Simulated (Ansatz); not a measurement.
(AgBr)n off: PBE0-D4/def2-TZVP single points in Ansatz on relaxed structures, gas phase. Each cluster is the lowest isomer that a short search found in that spin, judged at the geometry's level, and lower ones may exist. Core potentials for Ag, no spin–orbit coupling. HOMO and LUMO are taken over both spins. Binding counts from free atoms in the multiplicity of their measured ground term, without zero-point energy. The structures are stationary points that may keep the symmetry of their start. Remarks come from the PBE and PBE0 runs and from stability tests at other levels; not every state was tested. HOMO above LUMO (over both spins in singlets and doublets, within one spin in higher multiplets; at PBE or PBE0), or a gap under 0.15 eV within one spin, warns that the state may not be the lowest or that an electron is smeared out.

```json
{"species": "AgBr2", "atoms": "3", "state": "doublet", "geometry": "B3LYP-D4/def2-TZVP", "HOMO (eV)": "-8.07", "LUMO (eV)": "-6.56", "gap (eV)": "1.51", "binding per atom (eV)": "1.44", "lowest of the spins relaxed": "–", "point group (within 0.1 Å)": "D∞h", "remarks": "HOMO above LUMO, gap within one spin near zero, gap within one spin near zero at PBE or PBE0 (quartet)"}
{"species": "Ag3Br2", "atoms": "5", "state": "doublet", "geometry": "PBE0-D4/def2-SVP", "HOMO (eV)": "-5.92", "LUMO (eV)": "-3.80", "gap (eV)": "2.12", "binding per atom (eV)": "1.80", "lowest of the spins relaxed": "–", "point group (within 0.1 Å)": "C2v", "remarks": "–"}
```

Problem. Estimate the rows for Ag2Br (doublet, r2SCAN-D4/def2-TZVP geometry).

Solution. 
| species | atoms | state | geometry | HOMO (eV) | LUMO (eV) | gap (eV) | binding per atom (eV) | lowest of the spins relaxed | point group (within 0.1 Å) | remarks |
| --- | --- | --- | --- | --- | --- | --- | --- | --- | --- | --- |
| Ag2Br | 3 | doublet | r2SCAN-D4/def2-TZVP | -6.45 | -4.37 | 2.08 | 1.19 | doublet, of doublet/quartet | Cs | gap within one spin near zero at PBE or PBE0 (quartet) |

The gap (eV) runs from 1.51 (AgBr2) to 2.12 (Ag3Br2). The binding per atom (eV) runs from 1.19 (Ag2Br) to 1.80 (Ag3Br2).
